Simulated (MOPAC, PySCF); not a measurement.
[Zr(NH2)4], neutral singlet in the gas phase. 

Z-matrix (Å, degrees):
```
Zr
N 1 2.0595
H 2 1.0271 1 129.43
H 2 1.0295 3 107.57 1 173.50
N 1 2.0600 2 109.92 3 -107.13
H 5 1.0271 1 129.59 2 -10.67
H 5 1.0295 6 107.57 1 -175.21
N 1 2.0610 2 109.56 3 12.12
H 8 1.0273 1 129.25 2 104.24
H 8 1.0293 9 107.48 1 -172.93
N 1 2.0613 2 108.50 3 132.29
H 11 1.0273 1 129.47 2 134.16
H 11 1.0293 12 107.46 1 174.28
```
Charge 0, spin multiplicity 1.

All levels are single points at this geometry (BP86-D3(BJ)/def2-SVP); Pople sets use spherical d functions. Orbital energies aren't observables, and empty levels follow the basis.

BP86/6-31G* (LANL2DZ on Zr) in PySCF gives gap (eV) = 4.27.

**Question.** Estimate the gap (eV) from each of these levels: PBE-D3(BJ)/def2-TZVP in PySCF; TPSSh-D3(BJ)/def2-TZVP in PySCF; B3LYP/LANL2DZ in PySCF; M06-2X/6-31G* (LANL2DZ on Zr) in PySCF; SVWN5/6-31G* (LANL2DZ on Zr) in PySCF; HF/6-31G* (LANL2DZ on Zr) in PySCF; PM6 in MOPAC; PM7 in MOPAC.

**Answer.** 
| level | gap (eV) |
|---|---|
| PBE-D3(BJ)/def2-TZVP in PySCF | 4.49 |
| TPSSh-D3(BJ)/def2-TZVP in PySCF | 5.57 |
| B3LYP/LANL2DZ in PySCF | 6.15 |
| M06-2X/6-31G* (LANL2DZ on Zr) in PySCF | 8.37 |
| SVWN5/6-31G* (LANL2DZ on Zr) in PySCF | 4.27 |
| HF/6-31G* (LANL2DZ on Zr) in PySCF | 11.82 |
| PM6 in MOPAC | 9.90 |
| PM7 in MOPAC | 11.32 |
